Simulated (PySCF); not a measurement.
# Excited states of Zn¹⁸⁺ (zinc, charge +18)

Ground state [Ne] 3s2, ¹S. All numbers are calculated (PySCF 2.14, the spin-free X2C one-electron Hamiltonian (Gaussian nucleus), in an even-tempered Gaussian basis (20 s from 0.272 bohr⁻², ratio 2.5; 13 p from 0.352 bohr⁻², ratio 2.5; 8 d from 0.442 bohr⁻², ratio 2.7; 4 f from 13 bohr⁻², ratio 2.7)). Vertical excitation energies in eV without spin-orbit coupling; excited terms of each kind are numbered among those the solver found. Frozen: 1s2.

| term | leading excitation | EOM-EE-CCSD |
| --- | --- | --- |
| 1 3P° | 3s → p | 40.105 |
| 1 1P° | 3s → p | 56.186 |
| 1 3D | 3s → d | 108.45 |
| 1 1D | 3s → d | 121.68 |
| 1 3S | 3s → s | 330.25 |
| 1 1S | 3s → s | 333.98 |
| 2 3P° | 3s → p | 350.36 |
| 2 3D | 3s → d | 374.13 |
| 2 1D | 3s → d | 374.60 |

Doubly excited terms such as np² are absent. The solver can miss terms. The 22 highest virtual orbitals were dropped.
